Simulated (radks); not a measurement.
The numbers below are computed, except where a source is named.
Question: These are the eigenvalues of the occupied orbitals of an atom or ion with whole-number occupations (eV). Level of theory: non-relativistic Kohn-Sham, PBE, spin-unpolarised, spherical densities, point nucleus (a radial shooting solver on a logarithmic mesh with Libxc functionals).

1s: -7555.099
2s: -922.2424
2p: -805.8433
3s: -138.1520
3p: -103.1596
3d: -45.4437

Which element is it, and in what charge state? The configuration may be excited.

Answer: Z = 27, cobalt, charge +3: Co3+ in [Ar] 3d6. The list shows which subshells hold electrons but not how many an open one holds; the 1s level, -277.64 hartree, gives Z - s = 23.6 by -(Z - s)^2/2, which with screening narrows Z to a few neighbours, and the depths of the outer levels then fix element, charge and occupations together.
